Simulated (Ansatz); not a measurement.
Stepwise reaction of `[OH][Ga]([F])[F]` with hydrogen, as a gas-phase model of exchange steps in deposition or etching. ΔE in kJ/mol; ΔG adds harmonic PBE0-D4 terms to CCSD(T)/CBS, at 1 bar.

Program: Ansatz. Geometries: PBE0-D4/def2-TZVP. ΔE: electronic, gas phase. CBS: MP2 limit from def2 TZ/QZ plus the TZ coupled-cluster correction, frozen cores. This one scheme is used for every species. DFT in def2-TZVPP. B3LYP here is the variant with VWN-RPA as its local correlation; programs differ in this. For Ga outer-core shells are correlated without core-valence functions, which leaves a few kJ/mol of doubt a bond. Scalar relativity is left out up to krypton. One conformer a species, not always the lowest.

```tsv
step	reaction	PBE-D4	B3LYP-D4	ωB97M-V	CCSD(T)/CBS	ΔG(600 K)
1	`[OH][Ga]([F])[F]` + H₂ → `[OH][GaH][F]` + H–F	45.5	48.9	47.3	44.2	42.1
```

Give the row of step 2, `[OH][GaH][F]` + H₂ → `[OH][GaH2]` + H–F. (Estimate.)

Computed: 
```json
{"step": "2", "reaction": "`[OH][GaH][F]` + H₂ → `[OH][GaH2]` + H–F", "PBE-D4": "70.0", "B3LYP-D4": "73.7", "ωB97M-V": "71.3", "CCSD(T)/CBS": "69.0", "ΔG(600 K)": "67.6"}
```

By hand: ΔE of the 2 steps together at CCSD(T)/CBS.

(44.2) + (69.0) = 113.2 kJ/mol, or 56.6 kJ/mol a step.

In ΔE each step is higher than the one before. All are uphill at CCSD(T)/CBS. ΔG lies between 42.1 and 67.6 kJ/mol a step. PBE-D4 differs from CCSD(T)/CBS by 1.0 to 1.3 kJ/mol a step. Isolated molecules leave out the surface, adducts and barriers. Largest T1 diagnostic: 0.015.
